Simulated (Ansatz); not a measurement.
Reaction (ligand exchange at the Si–S bond): `CBS[SiH2]C` + `[AsH3]` → `C[SiH2][AsH2]` + `CBS`

Computed with Ansatz on PBE0-D4/def2-TZVP structures; ΔE is electronic, products minus reactants. CCSD(T)/CBS adds triple-zeta CCSD(T) − MP2 to the extrapolated MP2 energy (def2 sets, frozen cores). Functionals use def2-TZVPP. For As outer-core shells are correlated without core-valence functions, which leaves a few kJ/mol of doubt a bond. Scalar relativity is left out up to krypton. One conformer a species, not always the lowest.

```csv
level,ΔE (kcal/mol),difference from CCSD(T)/CBS
PBE0-D4,5.7,-0.7
ωB97X-V,6.4,0.0
ωB97M-V,6.7,0.3
r2SCAN,6.0,-0.4
r2SCANh,6.0,-0.4
BHLYP,6.0,-0.4
CAM-B3LYP,5.9,-0.5
RPA@PBE/def2-TZVPP,6.0,-0.4
HF/def2-SVP,6.3,-0.1
MP2/def2-SVP,6.4,0.0
CCSD/def2-SVP,5.9,-0.5
HF/def2-TZVPP,6.5,0.1
CCSD/def2-TZVPP,6.0,-0.4
MP2/def2-QZVPP,7.0,0.6
HF/CBS(def2),6.7,0.3
CCSD/CBS(def2),6.2,-0.2
CCSD(T)/CBS,6.4,0
```

Largest T1 diagnostic among the species: 0.013.

Leaving LDA and LC-ωPBE aside and taking each functional with its dispersion term where it has one, the values, not all of them listed here, spread over 2.2 kcal/mol, from PBE-D4 to B97M-V. LDA lies +0.8 kcal/mol from PBE without D4. From BLYP to BHLYP (50 % exact exchange), in def2-TZVPP and without D4, ΔE moves by +1.1 kcal/mol. The D4 term adds +0.9 kcal/mol with B3LYP and +0.5 kcal/mol with PBE0; it sums over pairs of atoms, weighted by their polarisabilities, and B3LYP, whose exchange is more repulsive, gets the larger term.

B3LYP here is the variant with VWN-RPA as its local correlation; programs differ in this.
